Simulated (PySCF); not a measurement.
Compound: C₅H₁₈Si₄.
Geometry (PBE0-D3(BJ)/def2-SVP, Å), atoms numbered from 1 in this order:
```
atom  x, y, z in Å
C1    -1.1728   -1.8721   -0.8351
Si2   -1.2921   -0.0250   -0.4164
Si3   -1.8212    0.3332    1.8431
Si4   -3.0715    0.9406   -1.6046
Si5    0.6165    1.2030   -1.0243
C6     2.2027    0.6950   -0.1312
C7     2.5130   -0.8244   -0.1505
C8     2.0031   -0.9189    1.2996
C9     2.0948    0.6140    1.4134
H10   -2.1245   -2.3796   -0.6149
H11   -0.9517   -2.0033   -1.9055
H12   -0.3775   -2.3647   -0.2561
H13   -1.7353    1.7943    2.1554
H14   -3.2188   -0.1237    2.1294
H15   -0.9009   -0.4027    2.7670
H16   -4.3491    0.2134   -1.3157
H17   -3.2438    2.3727   -1.2058
H18   -2.8278    0.8876   -3.0814
H19    0.8113    1.0502   -2.5046
H20    0.3193    2.6461   -0.7462
H21    3.0088    1.3433   -0.5141
H22    2.0078   -1.4469   -0.9073
H23    3.5939   -1.0186   -0.2256
H24    2.5973   -1.5151    2.0078
H25    0.9623   -1.2732    1.3541
H26    1.2556    1.1352    1.9037
H27    3.0234    0.9417    1.9053
```

Probes without a nucleus sit at each ring's centroid and 1 Å off its mean plane on both sides; NICS is minus the shielding there, NICSzz its component along the normal. Level: GIAO CAM-B3LYP/pcSseg-1 (PySCF, non-relativistic, gas phase) on the PBE0-D3(BJ)/def2-SVP geometry, one conformer.

Ring bond lengths (Å): C6–C7 1.551, C7–C8 1.540, C8–C9 1.540, C9–C6 1.550.

Task: What do the NICS probes read (ppm)?

Result: 
```
       ring                                            type  NICS(0)  NICS(1), two faces  NICS(1)zz, two faces  rms pucker (Å)  centre to ring atoms, mean (Å)
C6–C7–C8–C9  4-membered carbocycle; formal bonds all single      0.0          0.2 / -0.8            2.5 / -0.6            0.10                            1.09
```

Task: What can be read from them?

Result: 
- C6–C7–C8–C9: mean NICS(1)zz 1.0 ppm, near zero. C6, C7, C8, C9 have four or more neighbours, so the value isn't read as a sign of a π ring current. The two faces differ by 3.1 ppm, so no symmetry operation interchanges them.

Task: What is the mean of the two in-plane components of NICS at the first NICS(1) probe listed for ring C6–C7–C8–C9, 1 Å off the ring?

Result: The isotropic value is a third of the trace: (3 × 0.2 − (2.5))/2 = -0.9 ppm.

Task: List the ring angles.

Result: 
- C6–C7–C8–C9: C6 88.6°, C7 89.0°, C8 89.4°, C9 89.0°; sum 355.9° against 360° for a flat convex ring.

Task: How do the values depend on the level or the medium?

Result: 
| level | NICS(0), C6–C7–C8–C9 | mean NICS(1)zz, C6–C7–C8–C9 |
| --- | --- | --- |
| CAM-B3LYP/pcSseg-1, gas | 0.0 | 1.0 |
| PBE0/pcSseg-1, gas | -0.2 | 1.0 |

The geometry is the same throughout.
